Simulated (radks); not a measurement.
Question: The mean radii <r> (bohr) of the occupied orbitals of an atom or ion are listed with their occupations. All-electron calculation, Dirac Kohn-Sham, Slater X-alpha with alpha = 0.969, spin-unpolarised, spherical densities, finite nucleus; Fermi nuclear charge, rms radius of each element as measured or else 0.836 A^(1/3) + 0.57 fm. Program: a radial shooting solver on a logarithmic mesh with Libxc functionals.

orbital  occ.      <r>
1s1/2       2  0.04849
2s1/2       2   0.2163
2p1/2       2   0.1867
2p3/2       4   0.1902
3s1/2       2   0.6452
3p1/2       2   0.6613
3p3/2       4   0.6718
3d3/2       4   0.7570
3d5/2       6   0.7620
4s1/2       1    1.982

Name the element and its charge. Open shells, if any, are shared by 2j + 1.

Answer: Z = 31, gallium, charge +2: Ga2+ in [Ar] 3d10 4s1. The 1s radius gives Z: for a bare nucleus <r> = (2 gamma + 1)/(2Z) with gamma = sqrt(1 - (Z/c)^2), 0.04755 bohr for Z = 31, and screening makes it slightly larger (0.04849 here). The occupations add up to 29, and the charge is Z minus that.
